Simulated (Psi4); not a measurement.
Cl4Te, singlet (typed; the unrestricted solution is spin-contaminated), at a GFN2-xTB geometry (all electrons, no relativity), with bond 4-1 at 1.8 times its length; Psi4 with HF/STO-3G.

The Psi4 input:
```
memory 2 GB

molecule {
0 1
  Te   -0.00534842    0.01223355    0.48327654
  Cl    1.16596908   -1.49075955   -0.82644836
  Cl    1.90421897    1.50336856    0.12041395
  Cl   -2.05954800    2.59371257   -2.05412597
  Cl   -1.90725777   -1.49641785    0.15416827
}

set basis sto-3g
set reference uhf
set scf_type pk
set stability_analysis follow

energy('scf')
print_variables()
```

What the program printed (banner, timings and long lists left out):

```
   => Loading Basis Set <=

    Name: STO-3G
    Role: ORBITAL
    Keyword: BASIS

         ---------------------------------------------------------
                                   SCF
               by Justin Turney, Rob Parrish, Andy Simmonett
                          and Daniel G. A. Smith
                              UHF Reference
         ---------------------------------------------------------

  ==> Geometry <==

    Molecular point group: c1
    Full point group: C1

    Geometry (in Angstrom), charge = 0, multiplicity = 1:

       Center              X                  Y                   Z               Mass
    ------------   -----------------  -----------------  -----------------  -----------------
         TE           0.113445752864    -0.137521916213     0.588353835165   129.906222748000
         CL           1.284763252864    -1.640515016213    -0.721371064835    34.968852682000
         CL           2.023013142864     1.353613093787     0.225491245165    34.968852682000
         CL          -1.940753827136     2.443957103787    -1.949048674835    34.968852682000
         CL          -1.788463597136    -1.646173316213     0.259245565165    34.968852682000

  Running in c1 symmetry.

  Rotational constants: A =      0.03185  B =      0.02411  C =      0.01698 [cm^-1]
  Rotational constants: A =    954.77877  B =    722.89012  C =    509.19114 [MHz]
  Nuclear repulsion =  917.321860529425294

  Charge       = 0
  Multiplicity = 1
  Electrons    = 120
  Nalpha       = 60
  Nbeta        = 60

  ==> Algorithm <==

  SCF Algorithm Type is PK.
  DIIS enabled.
  MOM disabled.
  Fractional occupation disabled.
  Guess Type is SAD.
  Energy threshold   = 1.00e-06
  Density threshold  = 1.00e-06
  Integral threshold = 1.00e-12

  ==> Primary Basis <==

  Basis Set: STO-3G
    Blend: STO-3G
    Number of shells: 31
    Number of basis functions: 63
    Number of Cartesian functions: 65
    Spherical Harmonics?: true
    Max angular momentum: 2

  ==> Integral Setup <==

  Using in-core PK algorithm.
   Calculation information:
      Number of atoms:                   5
      Number of AO shells:              31
      Number of primitives:             93
      Number of atomic orbitals:        65
      Number of basis functions:        63

      Integral cutoff                 1.00e-12
      Number of threads:                 1

  Performing in-core PK
  Using 4066272 doubles for integral storage.
  We computed 54795 shell quartets total.
  Whereas there are 123256 unique shell quartets.

  ==> DiskJK: Disk-Based J/K Matrices <==

    J tasked:                  Yes
    K tasked:                  Yes
    wK tasked:                  No
    Schwarz Cutoff:          1E-12

  Minimum eigenvalue in the overlap matrix is 3.2745272266E-01.
  Reciprocal condition number of the overlap matrix is 1.8573263860E-01.
    Using symmetric orthogonalization.

  ==> Pre-Iterations <==

  SCF Guess: Superposition of Atomic Densities via on-the-fly atomic UHF (no occupation information).

   -------------------------
    Irrep   Nso     Nmo
   -------------------------
     A         63      63
   -------------------------
    Total      63      63
   -------------------------

  ==> Iterations <==

                        Total Energy        Delta E     RMS |[F,P]|

   @UHF iter SAD: -8362.64672481661364   -8.36265e+03   0.00000e+00
   @UHF iter   1: -8365.10114529930070   -2.45442e+00   3.29301e-03 DIIS/ADIIS
   @UHF iter   2: -8365.00312549690534    9.80198e-02   2.13896e-03 DIIS/ADIIS
   @UHF iter   3: -8365.14078810486535   -1.37663e-01   1.40855e-03 DIIS/ADIIS
   @UHF iter   4: -8365.15381739425902   -1.30293e-02   8.37827e-04 DIIS/ADIIS
   @UHF iter   5: -8365.01609538966295    1.37722e-01   1.39597e-03 DIIS/ADIIS
   @UHF iter   6: -8365.15268419600761   -1.36589e-01   8.96796e-04 DIIS/ADIIS
   @UHF iter   7: -8365.15244081384299    2.43382e-04   9.01360e-04 DIIS/ADIIS
   @UHF iter   8: -8365.15271440595097   -2.73592e-04   8.78993e-04 DIIS/ADIIS
   @UHF iter   9: -8365.15270877486182    5.63109e-06   8.77604e-04 DIIS/ADIIS
   @UHF iter  10: -8365.15240364670717    3.05128e-04   8.90680e-04 DIIS/ADIIS
   @UHF iter  11: -8365.15252876320301   -1.25116e-04   8.83738e-04 DIIS/ADIIS
   @UHF iter  12: -8365.15232089980054    2.07863e-04   8.93602e-04 DIIS/ADIIS
   @UHF iter  13: -8365.15273554052328   -4.14641e-04   8.53681e-04 DIIS/ADIIS
   @UHF iter  14: -8365.15357819148812   -8.42651e-04   8.06893e-04 DIIS/ADIIS
   @UHF iter  15: -8365.15355599157738    2.21999e-05   8.09126e-04 DIIS/ADIIS
   @UHF iter  16: -8365.00510254334949    1.48453e-01   1.94680e-03 DIIS/ADIIS
   @UHF iter  17: -8365.01952083297147   -1.44183e-02   1.37036e-03 DIIS/ADIIS
   @UHF iter  18: -8365.16849256893147   -1.48972e-01   1.23546e-03 DIIS/ADIIS
   @UHF iter  19: -8365.16894721617427   -4.54647e-04   1.24081e-03 DIIS/ADIIS
   @UHF iter  20: -8365.16742690329193    1.52031e-03   1.25570e-03 DIIS/ADIIS
   @UHF iter  21: -8365.17018622517935   -2.75932e-03   1.26512e-03 DIIS/ADIIS
   @UHF iter  22: -8365.17582171526374   -5.63549e-03   1.27778e-03 DIIS/ADIIS
   @UHF iter  23: -8365.17398491178938    1.83680e-03   1.25076e-03 DIIS/ADIIS
   @UHF iter  24: -8365.18450586377548   -1.05210e-02   1.30028e-03 DIIS/ADIIS
   @UHF iter  25: -8365.16226244816244    2.22434e-02   1.14256e-03 DIIS/ADIIS
   @UHF iter  26: -8365.16086321196599    1.39924e-03   1.12537e-03 DIIS/ADIIS
   @UHF iter  27: -8365.19724408285947   -3.63809e-02   1.34499e-03 DIIS/ADIIS
   @UHF iter  28: -8365.06460057964614    1.32644e-01   2.44299e-03 DIIS/ADIIS
   @UHF iter  29: -8365.23346976784160   -1.68869e-01   1.23320e-03 DIIS/ADIIS
   @UHF iter  30: -8365.23866281108531   -5.19304e-03   1.06328e-03 DIIS/ADIIS
   @UHF iter  31: -8365.24689050915549   -8.22770e-03   7.73648e-04 DIIS/ADIIS
   @UHF iter  32: -8365.24856963862476   -1.67913e-03   7.41838e-04 DIIS/ADIIS
   @UHF iter  33: -8365.24969669729217   -1.12706e-03   6.38759e-04 DIIS/ADIIS
   @UHF iter  34: -8365.25382521355277   -4.12852e-03   3.35445e-04 DIIS/ADIIS
   @UHF iter  35: -8365.25707620021421   -3.25099e-03   2.99532e-04 DIIS/ADIIS
   @UHF iter  36: -8365.25959843142118   -2.52223e-03   1.77679e-04 DIIS/ADIIS
   @UHF iter  37: -8365.25751554725321    2.08288e-03   5.39131e-04 DIIS/ADIIS
   @UHF iter  38: -8365.26182099999278   -4.30545e-03   7.65461e-05 DIIS
   @UHF iter  39: -8365.25908441356660    2.73659e-03   5.38895e-04 DIIS/ADIIS
   @UHF iter  40: -8365.26101710305011   -1.93269e-03   3.49882e-04 DIIS/ADIIS
   @UHF iter  41: -8365.26253628406812   -1.51918e-03   3.60530e-05 DIIS
   @UHF iter  42: -8365.26258399410472   -4.77100e-05   1.76919e-05 DIIS
   @UHF iter  43: -8365.26259119299539   -7.19889e-06   5.18445e-06 DIIS
   @UHF iter  44: -8365.26258268462334    8.50837e-06   2.70314e-05 DIIS
   @UHF iter  45: -8365.26258897965090   -6.29503e-06   1.46496e-05 DIIS
   @UHF iter  46: -8365.26258882418551    1.55465e-07   1.54444e-05 DIIS
   @UHF iter  47: -8365.26259175056839   -2.92638e-06   2.43866e-06 DIIS
   @UHF iter  48: -8365.26259157195273    1.78616e-07   5.43651e-06 DIIS
   @UHF iter  49: -8365.26259202764049   -4.55688e-07   5.44807e-07 DIIS
  Energy and wave function converged.

    Negative totally symmetric eigenvalue detected: -0.282397
    Wavefunction unstable!
    Lowest UHF->UHF stability eigenvalues:
       A -0.282397

    Rotating orbitals by 0.5 * pi / 2 radians along unstable eigenvector.
    Running SCF again with the rotated orbitals.
   @UHF iter  50: -8365.31883183952596   -8.36532e+03   2.30871e-03 DIIS/ADIIS
   @UHF iter  51: -8365.39232237138640   -7.34905e-02   8.14714e-04 DIIS/ADIIS
   @UHF iter  52: -8365.40048478064818   -8.16241e-03   1.36076e-04 DIIS/ADIIS
   @UHF iter  53: -8365.40080605954608   -3.21279e-04   8.86127e-05 DIIS
   @UHF iter  54: -8365.40102197218948   -2.15913e-04   7.22730e-05 DIIS
   @UHF iter  55: -8365.40140471521408   -3.82743e-04   3.76550e-05 DIIS
   @UHF iter  56: -8365.40149672044936   -9.20052e-05   2.19031e-05 DIIS
   @UHF iter  57: -8365.40152441258579   -2.76921e-05   1.06428e-05 DIIS
   @UHF iter  58: -8365.40153056449708   -6.15191e-06   3.63075e-06 DIIS
   @UHF iter  59: -8365.40153100257885   -4.38082e-07   2.06952e-06 DIIS
   @UHF iter  60: -8365.40153112599728   -1.23418e-07   1.86704e-06 DIIS
   @UHF iter  61: -8365.40153126758196   -1.41585e-07   1.81736e-06 DIIS
   @UHF iter  62: -8365.40153133284912   -6.52672e-08   1.81273e-06 DIIS
   @UHF iter  63: -8365.40153132647174    6.37738e-09   1.81274e-06 DIIS
   @UHF iter  64: -8365.40153123396522    9.25065e-08   1.80656e-06 DIIS
   @UHF iter  65: -8365.40152862905779    2.60491e-06   1.62307e-06 DIIS
   @UHF iter  66: -8365.40152349062191    5.13844e-06   1.26956e-06 DIIS
   @UHF iter  67: -8365.40152190312438    1.58750e-06   9.04403e-07 DIIS
   @UHF iter  68: -8365.40151990711638    1.99601e-06   6.60139e-07 DIIS
   @UHF iter  69: -8365.40151983510259    7.20138e-08   1.21177e-07 DIIS
    Negative totally symmetric eigenvalue detected: -0.001566
    Wavefunction unstable!
    Lowest UHF->UHF stability eigenvalues:
       A -0.001566

    Rotating orbitals by 0.5 * pi / 2 radians along unstable eigenvector.
    There's still a negative eigenvalue. Try modifying FOLLOW_STEP_SCALE
    or increasing MAX_ATTEMPTS (not available for PK integrals).

  ==> Post-Iterations <==

   @Spin Contamination Metric:   1.060639272E+00
   @S^2 Expected:                0.000000000E+00
   @S^2 Observed:                1.060639272E+00
   @S   Expected:                0.000000000E+00
   @S   Observed:                0.000000000E+00

    Orbital Energies [Eh]
    ---------------------

    Alpha Occupied:

[...]
    Alpha Virtual:

[...]
    Beta Occupied:

[...]
    Beta Virtual:

[...]
    Final Occupation by Irrep:
              A
    DOCC [    60 ]
    SOCC [     0 ]
    NA   [    60 ]
    NB   [    60 ]

  @UHF Final Energy: -8365.40151983510259

   => Energetics <=

    Nuclear Repulsion Energy =            917.3218605294252939
    One-Electron Energy =              -13374.9499454884171428
    Two-Electron Energy =                4092.2265651238890314
    Total Energy =                      -8365.4015198351025902

  UHF NO Occupations:
  HONO-2 :   58  A 1.9948743
  HONO-1 :   59  A 1.9744635
  HONO-0 :   60  A 1.0445920
  LUNO+0 :   61  A 0.9554080
  LUNO+1 :   62  A 0.0255365
  LUNO+2 :   63  A 0.0051257

Computation Completed

Properties will be evaluated at   0.000000,   0.000000,   0.000000 [a0]

Properties computed using the SCF density matrix

 Multipole Moments:

 ------------------------------------------------------------------------------------
     Multipole            Electronic (a.u.)      Nuclear  (a.u.)        Total (a.u.)
 ------------------------------------------------------------------------------------

 L = 1.  Multiply by 2.5417464519 to convert [e a0] to [Debye]
 Dipole X            :          1.9675380           -2.3911051           -0.4235671
 Dipole Y            :         -2.3565626            2.8985603            0.5419977
 Dipole Z            :         12.7396490          -12.4007804            0.3388686
 Magnitude           :                                                    0.7668133

 ------------------------------------------------------------------------------------

  Variable Map:
  ----------------------------------------------------------------------------
[...]
  Array Variable Map:
  ----------------------------------------------------------------------------
[...]
[...]
```

Convergence was not reached.
